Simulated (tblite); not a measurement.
B3FH5N3.
SMILES: `FB1NBNBN1`

Method: GFN2-xTB as coded in tblite; computed harmonic values from a numerical Hessian at the method's own geometry, unscaled. Against measured fundamentals such values can be off by several per cent, at times by over 20. Modes of hydrogen on boron can be 10 to 20 % off.

Harmonic wavenumbers (cm⁻¹): 151.5, 265.3, 328.2, 342.8, 417.9, 511.4, 566.2, 667.4, 701.2, 723.4, 727.8, 796.8, 820.7, 824.5, 936.1, 983.3, 1053.9, 1064.8, 1153.8, 1191.9, 1233.8, 1309.0, 1323.6, 1413.5, 1420.4, 2614.8, 2620.1, 3465.1, 3477.8, 3478.4.

A = 5305, B = 2457, C = 1679 MHz; mass 99.075 u (most abundant isotopes); point group C2v, symmetry number 2.

Task: Zero-point energy?

Result: ½Σν̃ = 18293 cm⁻¹ = 218.83 kJ/mol.

Task: Entropy at 400 K, 1 bar (ideal gas, RRHO, classical rotation)?

Result: Translation 172.28, rotation 111.24, vibration 73.73: S = 357.2 J/(mol K).

Task: And Cp and H(400 K) − H(0)?

Result: Cp = 140.67 J/(mol K), of which vibrations give 107.41 (their classical limit is 30 R = 249.4); H(400 K) − H(0) = 31.80 kJ/mol without the zero-point energy, 18.49 from vibrations.

Task: Which modes carry the vibrational entropy at 400 K?

Result: 151.5 cm⁻¹: 13.46; 265.3 cm⁻¹: 9.01; 328.2 cm⁻¹: 7.40; 342.8 cm⁻¹: 7.08; 417.9 cm⁻¹: 5.67; 511.4 cm⁻¹: 4.33 J/(mol K); the other 24 give 26.78 together.

Task: How do the functions run with temperature in this model?

Result: 
```json
{"T (K)": "50", "S (J/(mol K))": "215.0", "Cp (J/(mol K))": "35.7", "H − H(0) (kJ/mol)": "1.69", "G − H(0) (kJ/mol)": "-9.06", "ln q(vib)": "0.01"}
{"T (K)": "100", "S (J/(mol K))": "242.6", "Cp (J/(mol K))": "46.2", "H − H(0) (kJ/mol)": "3.71", "G − H(0) (kJ/mol)": "-20.55", "ln q(vib)": "0.16"}
{"T (K)": "298.15", "S (J/(mol K))": "320.5", "Cp (J/(mol K))": "110.1", "H − H(0) (kJ/mol)": "18.97", "G − H(0) (kJ/mol)": "-76.57", "ln q(vib)": "1.97"}
{"T (K)": "373.15", "S (J/(mol K))": "347.7", "Cp (J/(mol K))": "133.2", "H − H(0) (kJ/mol)": "28.12", "G − H(0) (kJ/mol)": "-101.64", "ln q(vib)": "2.94"}
{"T (K)": "500", "S (J/(mol K))": "391.3", "Cp (J/(mol K))": "164.2", "H − H(0) (kJ/mol)": "47.09", "G − H(0) (kJ/mol)": "-148.55", "ln q(vib)": "4.74"}
{"T (K)": "750", "S (J/(mol K))": "465.9", "Cp (J/(mol K))": "202.4", "H − H(0) (kJ/mol)": "93.40", "G − H(0) (kJ/mol)": "-256.00", "ln q(vib)": "8.44"}
{"T (K)": "1000", "S (J/(mol K))": "527.4", "Cp (J/(mol K))": "224.7", "H − H(0) (kJ/mol)": "147.00", "G − H(0) (kJ/mol)": "-380.39", "ln q(vib)": "11.99"}
```

q(vib) and H(0) count from the zero-point level.

Task: What must be added to the electronic energy to get the Gibbs energy at 400 K and 1 bar?

Result: ZPE + [H(400 K) − H(0)] − T·S = 218.83 + 31.80 − 142.90 = 107.73 kJ/mol.

Hindered rotation and anharmonicity are outside this model.

The run took 0.25 s wall on Arm Neoverse V1, one thread (shared host). The figure is for the frequency step alone.
